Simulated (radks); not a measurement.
Values are calculated unless marked as measured or tabulated.
W IV, configuration [Kr] 4d10 4f14 5s2 5p5.5 5d3 5f0.5 (fractional occupations, a model configuration). Code: a radial shooting solver on a logarithmic mesh with Libxc functionals. Model: scalar-relativistic Kohn-Sham, LDA (Slater exchange, VWN5 correlation), spin-unpolarised, spherical densities, finite nucleus; Fermi nuclear charge, rms radius 5.3658 fm.

Local quantities along the radius. ELF = 1/(1 + alpha^2) is the electron localisation function; alpha = (tau - tau_W)/tau_unif compares the Pauli kinetic energy density with that of the uniform gas; 4 pi r^2 rho is in e/bohr; s = |grad rho|/(2 (3 pi^2)^(1/3) rho^(4/3)) is the reduced gradient; -r V(r) is the screened charge that the Kohn-Sham potential presents (atomic units). tau is taken from the large components.

r (bohr)     ELF    alpha  4 pi r^2 rho       s  -r V(r)
0.0009302  0.999  0.02308         6.864  0.9152    73.58
0.001092   0.999  0.02373         8.776  0.8436    73.50
0.001281   0.999  0.02460         11.17  0.7828    73.42
0.001491   0.999  0.02570         13.99  0.7341    73.32
0.00175    0.999  0.02720         17.62  0.6913    73.20
0.002037   0.999  0.02904         21.81  0.6580    73.07
0.002391   0.999  0.03155         27.08  0.6300    72.90
0.002806   0.999  0.03483         33.33  0.6087    72.71
0.003266   0.998  0.03892         40.19  0.5944    72.50
0.003833   0.998  0.04464         48.34  0.5853    72.24
0.004498   0.997  0.05242         57.32  0.5821    71.94
0.005236   0.996  0.06259         66.34  0.5846    71.60
0.006145   0.994  0.07769         75.91  0.5931    71.20
0.007211   0.990  0.09975         84.94  0.6079    70.73
0.008395   0.983   0.1309         92.31  0.6276    70.23
0.009851   0.968   0.1812         98.01  0.6537    69.62
0.01147    0.938   0.2561         100.9  0.6818    68.96
0.01346    0.873   0.3812         100.8  0.7101    68.17
0.01579    0.749   0.5784         98.13  0.7267    67.28
0.01839    0.582   0.8471         94.16  0.7149    66.32
0.02158    0.420    1.176         90.56  0.6526    65.19
0.02532    0.337    1.403         90.05  0.5344    63.92
0.02948    0.348    1.368         94.38  0.4042    62.58
0.03459    0.448    1.110         104.5  0.3073    61.01
0.04059    0.593   0.8276         118.1  0.2807    59.26
0.04726    0.701   0.6524         130.0  0.3092    57.44
0.05546    0.742   0.5889         136.1  0.3713    55.34
0.06456    0.702   0.6514         132.7  0.4384    53.18
0.07576    0.565   0.8769         121.2  0.4835    50.73
0.08891    0.399    1.227         109.0  0.4482    48.09
0.1035     0.346    1.375         104.7  0.3283    45.44
0.1215     0.446    1.113         111.1  0.2224    42.50
0.1425     0.622   0.7791         121.7  0.2291    39.42
0.1659     0.718   0.6271         123.5  0.3145    36.42
0.1947     0.686   0.6760         109.3  0.4387    33.20
0.2267     0.496    1.008         86.16  0.5253    30.13
0.266      0.284    1.589         67.31  0.4388    26.88
0.3122     0.321    1.455         64.49  0.2136    23.65
0.3634     0.543   0.9176         71.84  0.1620    20.65
0.4265     0.696   0.6607         75.93  0.2524    17.63
0.5005     0.700   0.6541         67.67  0.3828    14.87
0.5827     0.599   0.8177         51.70  0.5049    12.60
0.6838     0.431    1.149         35.19  0.5846    10.58
0.8024     0.338    1.400         24.32  0.5624    8.909
0.9341     0.387    1.259         18.68  0.5083    7.614
1.096      0.515   0.9707         14.72  0.5336    6.516
1.276      0.578   0.8540         11.11  0.6475    5.695
1.498      0.524   0.9531         7.369  0.8378    5.036
1.757      0.362    1.326         4.313   1.093    4.552
2.046      0.188    2.077         2.347   1.395    4.215
2.401      0.070    3.647         1.150   1.767    3.954
2.818      0.021    6.883        0.5518   2.101    3.763
3.28       0.007    12.05        0.2945   2.156    3.635
3.849      0.004    16.50        0.1799   1.931    3.551
4.517      0.003    18.05        0.1238   1.979    3.500
5.259      0.002    20.35       0.08223   2.574    3.455
6.171      0.001    27.18       0.04391   3.922    3.394
7.184      0.001    43.43       0.01851   6.385    3.320
8.43       0.000    89.93      0.005282   11.73    3.232
9.893      0.000    245.5     0.0009975   24.24    3.148
11.52      0.000    855.3     0.0001318   55.15    3.083

On this mesh the ELF has minima near r = 0.025, 0.10, 0.27, 0.80 bohr, which separate the shells, and maxima near 0.055 (0.74), 0.17 (0.72), 0.50 (0.70), 1.3 (0.58).
